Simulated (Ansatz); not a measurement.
Consider the homolysis of the Ga–S bond: `[OH][Ga]([SH])[O][SiH3]` → `[OH][Ga][O][SiH3]`• + `[SH]`•.

Gas-phase electronic energies from Ansatz, PBE0-D4/def2-TZVP geometries. CCSD(T)/CBS is the MP2 limit (def2-TZVPP, def2-QZVPP) plus CCSD(T) − MP2 in def2-TZVPP, frozen cores. This one scheme is used for every species. DFT in def2-TZVPP. No spin–orbit coupling; open shells (•) take unrestricted orbitals. For Ga outer-core shells are correlated without core-valence functions, which leaves a few kJ/mol of doubt a bond. Scalar relativity is left out up to krypton. Each species was taken in one conformer, which may not be the lowest.

```
          level  ΔE (eV)
        ωB97X-V     3.81
  HF/def2-TZVPP     2.67
CCSD/def2-TZVPP     3.64
  HF/def2-QZVPP     2.65
```

Q: What does CCSD(T)/CBS give? (Best estimate.)

A: Ansatz gave: +3.91 eV. The listed levels differ from it by -0.10, -1.24, -0.27, -1.26 eV.

Largest T1 diagnostic among the species: 0.016.

In def2-TZVPP, CCSD(T) changes the Hartree–Fock value by +1.06 eV (the triples alone add +0.09 eV) and MP2 by +1.20 eV; breaking electron pairs costs correlation energy, which Hartree–Fock lacks. The D4 term adds +0.15 eV with B3LYP and +0.08 eV with PBE0; it sums over pairs of atoms, weighted by their polarisabilities, and B3LYP, whose exchange is more repulsive, gets the larger term. From PBE to PBE0 (25 % exact exchange), in def2-TZVPP and without D4, ΔE moves by +0.05 eV.

B3LYP here is the variant with VWN-RPA as its local correlation; programs differ in this.
